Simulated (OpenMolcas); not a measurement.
# Tc4+: moving or changing the point charges

Tc4+ among 6 point charges of -1.5 e arranged as an octahedron (Oh), 1.92 Å from the ion.

* Program: OpenMolcas
* Method: CASSCF
* Basis: ANO-RCC-VTZP [7s6p4d2f1g]
* Scalar Hamiltonian: DKH2, point nucleus
* Active space: 3 electrons in 5 orbitals (4d)
* State averaging: 2S+1 = 4 even, 10 roots; 2S+1 = 2 even, 40 roots
* Spin-orbit coupling: state interaction with AMFI integrals over the reference wave functions

Runs around this geometry, states (labels of O, the rotations of Oh). Energies in cm-1 above the lowest state or level, χT in cm3 K/mol; 10Dq and B are least-squares fits to the states below 45000 cm-1, weighted by degeneracy, with a free offset, and given where the rms deviation is under 5 % of |10Dq| (or 100 cm-1) and under 700 cm-1.

| R (Å) | q (e) | Ground state | First state of that spin | 10Dq | B (rms of fit) | First gap with spin-orbit (degeneracies) | χT at 300 K | First state of another spin |
| --- | --- | --- | --- | --- | --- | --- | --- | --- |
| 1.92 | -1.2 | 4A2 | 4T2 6764 | 6986 | 900 (100) | 6583 (4, 2) | 1.223 | 2E 16732 |
| 1.74 | -1.5 | 4A2 | 4T2 13336 | 13774 | 884 (201) | 12991 (4, 4) | 1.524 | 2E 16900 |
| 1.92 | -1.5 | 4A2 | 4T2 8399 | 8642 | 897 (114) | 8176 (4, 2) | 1.335 | 2E 16830 |
| 2.13 | -1.5 | 4A2 | 4T2 5109 | 5282 | 902 (84) | 4996 (4, 2) | 1.058 | 2E 16600 |

Taking |10Dq| as R^-n, n = -ln(5282 / 13774) / ln(2.13 / 1.74) = 4.7 between the shortest and longest distance. The point-charge formula for a cubic d site gives n = 5.

Scaling the charges by -1.2 / -1.5 = 0.80 scales |10Dq| by 6986 / 8642 = 0.81; with fixed orbitals a first-order splitting would follow the charge.

Without dynamic correlation the repulsion within the d shell is too large (B by tens of per cent), so at a given field states of lower spin stand too high. This field is weak: 10Dq is about 6986 cm-1, while octahedral complexes of 4d ions of charge 3 and more, computed by the same method with explicit ligands, had a median near 25000 cm-1. Ground spin and moment need not be those of a real site (figures for R = 1.92, q = -1.2; the like holds for R = 1.74, q = -1.5, R = 1.92, q = -1.5, R = 2.13, q = -1.5). This is an electrostatic model: the charges have no orbitals. No measured value stands beside these numbers.
